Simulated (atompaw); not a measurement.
lead (Pb): one change to a PAW (atompaw) potential, before and after

* Element: Pb (Z = 82)
* Generator: atompaw 4.2.0.5
* Type: PAW
* Functional: PBEsol
* Relativity: scalar-relativistic
* Frozen core: [Xe] 4f14 5d10
* Valence charge: 4
* Reference configuration: 6s1.5 6p2.5
* Partial waves: 6s (bound): rc 1.95 bohr; 6s channel at 0.5 Ry: rc 1.95 bohr; 6p (bound): rc 2.85 bohr; 6p channel at 1.65 Ry: rc 2.85 bohr; 6d channel at 0.45 Ry: rc 2.85 bohr; 6d channel at 1.8 Ry: rc 2.85 bohr
* Local potential: troulliermartins scheme with l = 3 at 1 Ry, radius 2.20 bohr
* Core correction: smooth core density matched at 2.30 bohr
* Augmentation charge: sinc compensation charge, radius 2.55 bohr; PAW radius 2.85 bohr; waves and projectors: custom rrkj gramschmidtortho

Change: removed wave 6d channel at 1.8 Ry: rc 2.85 bohr.

Cutoffs: the cutoffs (Ry, on a coarse ladder) from which the occupation-weighted sum of valence levels, in a spherical-Bessel basis at the reference potential, stays within 10 and 1 mRy of its value at 400 Ry; they do not see the model core or the augmentation charge, which bear on the density cutoff.

Question: What does the change do?

Answer: Both files are so soft that the ladder of cutoffs tells neither apart; the bound ghosts move from d, s to s; the range in which the d phases agree narrows (upper end at the end of the scan → 0.7).

| quantity | base | changed |
| --- | --- | --- |
| cutoff, loose | 8 Ry | 8 Ry |
| cutoff, tight | 12 Ry | 12 Ry |
| bound ghosts | s, d | s |
| s: phases at 2.86 bohr within 0.05 rad from the reference energy up to (Ry; the scan ends near 5) | to the end of the scan | to the end of the scan |
| p: phases at 2.86 bohr within 0.05 rad from the reference energy up to (Ry; the scan ends near 5) | 2.1 | 2.1 |
| d: phases at 2.86 bohr within 0.05 rad from the reference energy up to (Ry; the scan ends near 5) | to the end of the scan | 0.7 |
| lowest overlap eigenvalue by channel | s 0.47, p 0.37, d 0.78 | s 0.47, p 0.37, d 1.00 |

 A true bound ghost makes a file unfit for plane-wave use even where its test errors are small: the radial tests pick states by their node count and pass the ghost by. The cutoffs see the waves, projectors and local potential, not the compensation charge or the core.
